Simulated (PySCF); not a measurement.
PySCF input for BaI2, SMILES [I][Ba][I], TDA-PBE/def2-SVPD. The structure is a stationary point at B3LYP-D3(BJ)/def2-SVP. The def2 effective core potentials stand for the cores of Ba, I; spin–orbit coupling is left out.

```python
import numpy as np
from pyscf import gto, scf, dft, tdscf

mol = gto.M(
    atom='''
    Ba    0.00000000    0.00000000   -0.72652237
    I     0.00000000    2.95830712    0.38382314
    I     0.00000000   -2.95830712    0.38382314
    ''',
    basis='def2-SVPD',
    ecp={'Ba': 'def2-svp', 'I': 'def2-svp'},
    charge=0,
    spin=0,
    symmetry=True,
    max_memory=1600,
    verbose=4,
)
mf = dft.RKS(mol, xc='pbe').density_fit(auxbasis='def2-universal-jkfit')
mf.grids.level = 3
mf.conv_tol = 1e-9
mf.max_cycle = 100
mf.kernel()
mf.grids = dft.Grids(mol).set(level=1).build(with_non0tab=True)  # coarser grid for the response kernel
td = tdscf.TDA(mf)
td.singlet = True
td.nstates = 10
td.conv_tol = 1e-4
td.positive_eig_threshold = 1e-6
td.kernel(x0=td.get_init_guess(mf, 15))
td.analyze()
tt = tdscf.TDA(mf)
tt.singlet = False
tt.nstates = 4
tt.conv_tol = 1e-4
tt.positive_eig_threshold = 1e-6
tt.kernel(x0=tt.get_init_guess(mf, 9))
tt.analyze(verbose=3)
```

It prints:

```
PySCF version 2.14.0

[INPUT] verbose = 4
[INPUT] num. atoms = 3
[INPUT] num. electrons = 60
[INPUT] charge = 0
[INPUT] spin (= nelec alpha-beta = 2S) = 0
[INPUT] symmetry True subgroup None
[INPUT] Mole.unit = angstrom
[INPUT] Symbol           X                Y                Z      unit          X                Y                Z       unit  Magmom
[INPUT]  1 Ba     0.000000000000   0.000000000000  -0.726522370000 AA    0.000000000000   0.000000000000  -1.372928302670 Bohr   0.0
[INPUT]  2 I      0.000000000000   2.958307120000   0.383823140000 AA    0.000000000000   5.590390249151   0.725320614871 Bohr   0.0
[INPUT]  3 I      0.000000000000  -2.958307120000   0.383823140000 AA    0.000000000000  -5.590390249151   0.725320614871 Bohr   0.0

nuclear repulsion = 139.634897368496
point group symmetry = C2v
symmetry origin: [0.00000000e+00 0.00000000e+00 1.39979717e-09]
symmetry axis x: [-1. -0. -0.]
symmetry axis y: [0. 1. 0.]
symmetry axis z: [0. 0. 1.]
num. orbitals of irrep A1 = 36
num. orbitals of irrep A2 = 13
num. orbitals of irrep B1 = 17
num. orbitals of irrep B2 = 30
number of shells = 36
number of NR pGTOs = 192
number of NR cGTOs = 96
basis = def2-SVPD
ecp = {'Ba': 'def2-svp', 'I': 'def2-svp'}


[settings echo left out]
init E= -548.234343421986
HOMO (B1) = -1.45094512721109  LUMO (A1) = -0.887494463975312  gap/eV = 15.33227
cycle= 1 E= -617.630256778047  delta_E= -69.4  |g|= 4.57  |ddm|= 13.9
HOMO (A1) = -0.0457428786535026  LUMO (B1) = -0.0304703430869733  gap/eV = 0.41559
cycle= 2 E= -607.374875039528  delta_E= 10.3  |g|= 5.37  |ddm|= 14.4
HOMO (B1) = -0.0868785303364179  LUMO (A1) = -0.0800975355640974  gap/eV = 0.18452
cycle= 3 E= -618.011750393954  delta_E= -10.6  |g|=  2.8  |ddm|=  9.7
HOMO (B2) = -0.299857617546444  LUMO (A1) = -0.0728598751754488  gap/eV = 6.17692
cycle= 4 E= -620.92924390311  delta_E= -2.92  |g|= 0.426  |ddm|= 3.72
HOMO (B2) = -0.170116447477916  LUMO (A1) = -0.100041166280725  gap/eV = 1.90685
cycle= 5 E= -620.98047732061  delta_E= -0.0512  |g|= 0.332  |ddm|= 1.85
HOMO (B2) = -0.209298937550062  LUMO (A1) = -0.106944731466237  gap/eV = 2.78520
cycle= 6 E= -621.026474153072  delta_E= -0.046  |g|= 0.0363  |ddm|= 0.656
HOMO (B2) = -0.21132843361889  LUMO (A1) = -0.10112836119615  gap/eV = 2.99870
cycle= 7 E= -621.026972439778  delta_E= -0.000498  |g|= 0.0215  |ddm|= 0.125
HOMO (B2) = -0.211360149355845  LUMO (A1) = -0.102677703888277  gap/eV = 2.95740
cycle= 8 E= -621.027194958299  delta_E= -0.000223  |g|= 0.00161  |ddm|= 0.0352
HOMO (B2) = -0.21162467544366  LUMO (A1) = -0.10289228223374  gap/eV = 2.95876
cycle= 9 E= -621.027195785011  delta_E= -8.27e-07  |g|= 0.000262  |ddm|= 0.00325
HOMO (B2) = -0.211654827223905  LUMO (A1) = -0.102887430257632  gap/eV = 2.95971
cycle= 10 E= -621.027195814466  delta_E= -2.95e-08  |g|= 9.03e-05  |ddm|= 0.000625
HOMO (B2) = -0.211657852847829  LUMO (A1) = -0.102889923574423  gap/eV = 2.95973
cycle= 11 E= -621.027195817687  delta_E= -3.22e-09  |g|= 1.95e-05  |ddm|= 0.000127
HOMO (B2) = -0.211658195614509  LUMO (A1) = -0.102889289133716  gap/eV = 2.95975
cycle= 12 E= -621.027195817849  delta_E= -1.62e-10  |g|= 1.49e-06  |ddm|= 3.15e-05
HOMO (B2) = -0.21165816936406  LUMO (A1) = -0.102889510945462  gap/eV = 2.95975
Extra cycle  E= -621.027195817849  delta_E=    0  |g|= 2.13e-06  |ddm|= 6.44e-06
converged SCF energy = -621.027195817849
tot grids = 24928
Overwritten attributes  positive_eig_threshold  of <class 'pyscf.tdscf.rks.TDA'>


******** <class 'pyscf.tdscf.rks.TDA'> for <class 'pyscf.df.df_jk.DFSymAdaptedRKS'> ********
nstates = 10 singlet
deg_eia_thresh = 1.000e-03
wfnsym = None
conv_tol = 0.0001
eigh lindep = 1e-12
eigh level_shift = 0
eigh max_cycle = 100


Excitation energies (eV)
[2.96646578 3.02075244 3.04202858 3.13524919 3.31414073 3.59186214
 3.59834549 3.63099069 3.63148696 3.67366156]

** Singlet excitation energies and oscillator strengths **
Excited State   1:   B2      2.96647 eV    417.95 nm  f=0.0037
      30 -> 31       -0.70669
Excited State   2:   B1      3.02075 eV    410.44 nm  f=0.0230
      29 -> 31        0.70653
Excited State   3:   A1      3.04203 eV    407.57 nm  f=0.0073
      28 -> 31        0.70464
Excited State   4:   A2      3.13525 eV    395.45 nm  f=0.0000
      27 -> 31       -0.70684
Excited State   5:   B2      3.31414 eV    374.11 nm  f=0.0177
      26 -> 31        0.70433
Excited State   6:   A2      3.59186 eV    345.18 nm  f=0.0000
      30 -> 32        0.70578
Excited State   7:   B2      3.59835 eV    344.56 nm  f=0.0035
      30 -> 33       -0.70231
Excited State   8:   B1      3.63099 eV    341.46 nm  f=0.0005
      28 -> 32       -0.41481
      29 -> 33       -0.57197
Excited State   9:   A1      3.63149 eV    341.41 nm  f=0.0003
      28 -> 33       -0.44932
      29 -> 32        0.54506
Excited State  10:   B1      3.67366 eV    337.49 nm  f=0.0112
      28 -> 32        0.57151
      29 -> 33       -0.41388

** Transition electric dipole moments (AU) **
state          X           Y           Z        Dip. S.      Osc.
  1        -0.0000      0.2259      0.0000      0.0510      0.0037
  2         0.5573     -0.0000      0.0000      0.3106      0.0230
  3         0.0000      0.0000      0.3130      0.0980      0.0073
  4         0.0000      0.0000     -0.0000      0.0000      0.0000
  5         0.0000      0.4668      0.0000      0.2179      0.0177
  6        -0.0000      0.0000      0.0000      0.0000      0.0000
  7        -0.0000      0.1999     -0.0000      0.0400      0.0035
  8         0.0777      0.0000      0.0000      0.0060      0.0005
  9         0.0000      0.0000      0.0592      0.0035      0.0003
 10         0.3531     -0.0000     -0.0000      0.1247      0.0112

WARN: ECP detected. Skipping calculation of transition velocity and magnetic dipole moments, which have not yet been implemented.



******** <class 'pyscf.tdscf.rks.TDA'> for <class 'pyscf.df.df_jk.DFSymAdaptedRKS'> ********
nstates = 4 triplet
deg_eia_thresh = 1.000e-03
wfnsym = None
conv_tol = 0.0001
eigh lindep = 1e-12
eigh level_shift = 0
eigh max_cycle = 100


Excitation energies (eV)
[2.93484614 2.97432712 2.99263675 3.09650472]

** Triplet excitation energies and oscillator strengths **
Excited State   1:   B2      2.93485 eV    422.46 nm  f=0.0000
Excited State   2:   B1      2.97433 eV    416.85 nm  f=0.0000
Excited State   3:   A1      2.99264 eV    414.30 nm  f=0.0000
Excited State   4:   A2      3.09650 eV    400.40 nm  f=0.0000
```

Self-consistency was reached.

Cost: very roughly 7 core-seconds.
